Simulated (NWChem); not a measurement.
System: CH₅AlClNO; SMILES [OH][Al]([NH]C)[Cl]

The following NWChem deck was run.

```
start job
memory heap 200 mb stack 700 mb global 900 mb
geometry units angstroms
  Al     0.172237     0.095536     0.165106
  Cl    -1.680597     0.341389     0.952339
  N      0.346095    -0.684120    -1.432182
  C      1.555343    -0.965446    -2.188231
  H     -0.477208    -0.997313    -1.930555
  H      1.551444    -0.452740    -3.155260
  H      1.675076    -2.039016    -2.367309
  H      2.412780    -0.615034    -1.617389
  O      1.493421     0.608973     0.990063
  H      2.291513     0.882963     1.415374
end
basis spherical
  * library def2-svp
end
dft
  xc pbe0
  iterations 150
end
driver
  maxiter 120
end
task dft optimize
task dft freq
```

The level has its own optimisation; frequencies are unscaled.

Give the results of this calculation. (PBE0/def2-SVP.) Quantities: r Al–Cl (Å); r Al–N (Å); r Al–O (Å); r C–N (Å); highest harmonic frequency (cm⁻¹); lowest (cm⁻¹); zero-point energy (kcal/mol); dipole (D).


```json
{
  "r Al–Cl (Å)": "2.104",
  "r Al–N (Å)": "1.760",
  "r Al–O (Å)": "1.695",
  "r C–N (Å)": "1.446",
  "highest harmonic frequency (cm⁻¹)": "4001",
  "lowest (cm⁻¹)": "103",
  "zero-point energy (kcal/mol)": "43.9",
  "dipole (D)": "0.85"
}
```
